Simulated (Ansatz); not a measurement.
Gas-phase electronic energies from Ansatz, PBE0-D4/def2-TZVP geometries. CCSD(T)/CBS is the MP2 limit (def2-TZVPP, def2-QZVPP) plus CCSD(T) − MP2 in def2-TZVPP, frozen cores. This one scheme is used for every species. Functionals use def2-TZVPP. B3LYP here is the variant with VWN-RPA as its local correlation; programs differ in this. Elements past krypton have def2 core potentials. For Sn outer-core shells are correlated without core-valence functions, which leaves a few kJ/mol of doubt a bond. Each species was taken in one conformer, which may not be the lowest.

Reaction (formal exchange of groups at the Sn–B bond): `F[B](F)[SnH3]` + `C[SiH2]O` → `C[SiH](O)[SnH3]` + `FBF`

`F[B](F)[SnH3]`:

Z-matrix (Å, degrees):
```
Sn
B 1 2.266
H 1 1.704 2 110.8
H 1 1.705 2 109.9 3 -120.5
H 1 1.705 2 109.9 3 120.5
F 2 1.318 1 121.4 3 179.9
F 2 1.317 1 122.1 3 -0.1
```

`C[SiH2]O`:

Z-matrix (Å, degrees):
```
C
Si 1 1.863
H 1 1.093 2 111.0
H 1 1.094 2 110.2 3 119.8
H 1 1.093 2 111.5 3 -120.7
O 2 1.652 1 112.6 3 57.7
H 2 1.492 1 108.9 3 -179.5
H 2 1.483 1 110.6 3 -59.4
H 6 0.957 2 117.7 1 68.6
```

`C[SiH](O)[SnH3]`:

```xyz
12

C     0.935    1.272   -0.905
Si   -0.438    0.019   -0.722
O    -0.215   -1.302   -1.694
Sn   -0.654   -0.692    1.747
H     1.894    0.873   -0.566
H     0.714    2.163   -0.311
H     1.038    1.574   -1.950
H    -1.720    0.609   -1.184
H     0.501   -1.901   -1.477
H    -2.068   -1.601    2.052
H    -0.667    0.654    2.804
H     0.679   -1.669    2.205
```

`FBF`:

Cartesian coordinates in Å:
```
F -0.727 1.069 -0.007
B 0.027 -0.006 -0.029
F -0.138 -0.896 0.922
H 0.838 -0.168 -0.886
```

Problem. Is it downhill or uphill in electronic energy at CCSD(T)/CBS, and by how much? (An estimate is asked.)

Solution. Ansatz gave: Downhill: ΔE = -35.4 kJ/mol.

Problem. What do these levels give: PBE-D4, B3LYP-D4, ωB97X-V, ωB97M-V, MP2/CBS(def2), CCSD/CBS(def2)? (Estimate.)

Solution. The calculation gave: PBE-D4 -36.8, B3LYP-D4 -35.9, ωB97X-V -30.1, ωB97M-V -30.3, MP2/CBS(def2) -39.4, CCSD/CBS(def2) -34.7 kJ/mol.

Largest T1 diagnostic among the species: 0.014.

The D4 term adds −5.6 kJ/mol with B3LYP and −3.4 kJ/mol with PBE0; it sums over pairs of atoms, weighted by their polarisabilities, and B3LYP, whose exchange is more repulsive, gets the larger term.
